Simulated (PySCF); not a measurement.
A calculated (PBE, PySCF 2.14, aug-cc-pVTZ with one added diffuse shell each of s, p, d, f, g type, no relativity, point nucleus) atom or ion has these occupied shells.

```csv
shell,electrons,orbital energy (eV),"rms radius, mean of both spins (bohr)"
1s α,1,-5334.5,0.0776
1s β,1,-5334.5,0.0776
2s α,1,-603.91,0.338
2s β,1,-602.91,0.338
2p α,3,-510.71,0.305
2p β,3,-509.93,0.305
3s α,1,-78.791,1.03
3s β,1,-75.919,1.03
3p α,3,-53.521,1.11
3p β,3,-50.675,1.11
3d α,3,-15.092,1.52
4p α,1,-8.075,3.91
```

Name the element and its charge.

V⁺ (vanadium, charge +1), in [Ar] 3d3 4p1, one real determinant (an excited configuration).
